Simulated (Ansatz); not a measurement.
Calculated with Ansatz (gas phase, PBE0-D4/def2-TZVP geometries, no zero-point term in ΔE). CBS: MP2 limit from def2 TZ/QZ plus the TZ coupled-cluster correction, frozen cores. This one scheme is used for every species. Functionals use def2-TZVPP. For Se outer-core shells are correlated without core-valence functions, which leaves a few kJ/mol of doubt a bond. Scalar relativity is left out up to krypton. Each species was taken in one conformer, which may not be the lowest.

Consider the formal hydrolysis of the Si–Se bond: `NB[SiH2][SeH]` + H₂O → `NB[SiH2]O` + H₂Se.

| level | ΔE (eV) |
| --- | --- |
| PBE-D4 | -0.03 |
| r2SCAN-D4 | -0.12 |
| PBE0-D4 | -0.04 |
| ωB97X-V | -0.17 |
| ωB97M-V | -0.16 |
| HF/def2-TZVPP | -0.31 |
| SCS-MP2/def2-QZVPP | -0.15 |
| CCSD/CBS(def2) | -0.12 |

What does CCSD(T)/CBS give? (An estimate is asked.)

The calculation gave: -0.09 eV. The listed levels differ from it by 0.06, -0.03, 0.05, -0.08, -0.07, -0.22, -0.06, -0.03 eV.

Largest T1 diagnostic among the species: 0.013.

The D4 term adds +0.07 eV with B3LYP and +0.04 eV with PBE0; it sums over pairs of atoms, weighted by their polarisabilities, and B3LYP, whose exchange is more repulsive, gets the larger term. In def2-TZVPP, CCSD(T) changes the Hartree–Fock value by +0.16 eV (the triples alone add +0.03 eV) and MP2 by +0.21 eV.

B3LYP here is the variant with VWN-RPA as its local correlation; programs differ in this.
